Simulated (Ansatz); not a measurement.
Isolated molecules relaxed with PBE0-D4/def2-TZVP in Ansatz; ΔE leaves out vibrations. CCSD(T)/CBS adds triple-zeta CCSD(T) − MP2 to the extrapolated MP2 energy (def2 sets, frozen cores). DFT in def2-TZVPP. For Se outer-core shells are correlated without core-valence functions, which leaves a few kJ/mol of doubt a bond. Scalar relativity is left out up to krypton. Each species was taken in one conformer, which may not be the lowest.

Consider the redistribution: `CB([SeH])[SeH]` + `N=C([SiH3])[SeH]` → `[SeH]B([SeH])[SeH]` + `CC(=N)[SiH3]`.

```csv
level,ΔE (kJ/mol)
PBE-D4,-39.9
r2SCAN,-39.9
HF/def2-QZVPP,-48.8
CCSD/CBS(def2),-48.7
```

Q: What does CCSD(T)/CBS give? (Estimate.)

A: The calculation gave: -48.1 kJ/mol. The listed levels differ from it by 8.2, 8.2, -0.7, -0.6 kJ/mol.

Largest T1 diagnostic among the species: 0.012.

From PBE to PBE0 (25 % exact exchange), in def2-TZVPP and without D4, ΔE moves by −5.4 kJ/mol.
